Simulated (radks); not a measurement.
Question: These are the eigenvalues of the occupied orbitals of an atom or ion with whole-number occupations (eV). Calculated with a radial shooting solver on a logarithmic mesh with Libxc functionals: Dirac Kohn-Sham, BLYP, spin-unpolarised, spherical densities, point nucleus.

| orbital | eigenvalue |
|---|---|
| 1s1/2 | -61185.92 |
| 2s1/2 | -10369.43 |
| 2p1/2 | -9890.454 |
| 2p3/2 | -8843.043 |
| 3s1/2 | -2346.209 |
| 3p1/2 | -2135.034 |
| 3p3/2 | -1912.762 |
| 3d3/2 | -1553.606 |
| 3d5/2 | -1505.052 |
| 4s1/2 | -470.6619 |
| 4p1/2 | -385.2361 |
| 4p3/2 | -334.7586 |
| 4d3/2 | -194.3144 |
| 4d5/2 | -185.1049 |
| 5s1/2 | -63.1663 |
| 5p1/2 | -39.4938 |
| 5p3/2 | -32.9354 |
| 4f5/2 | -14.1991 |
| 4f7/2 | -12.8065 |
| 6s1/2 | -6.2796 |
| 6p1/2 | -2.6395 |

Which element is it, and in what charge state? The configuration may be excited. Open shells, if any, fill j = l - 1/2 first.

Answer: Z = 70, ytterbium, charge 0: Yb in [Xe] 4f13 6s1 6p2. The list shows which subshells hold electrons but not how many an open one holds; the 1s level, -2248.5 hartree, gives Z - s = 67.1 by -(Z - s)^2/2, which with screening and relativity narrows Z to a few neighbours, and the depths of the outer levels then fix element, charge and occupations together.
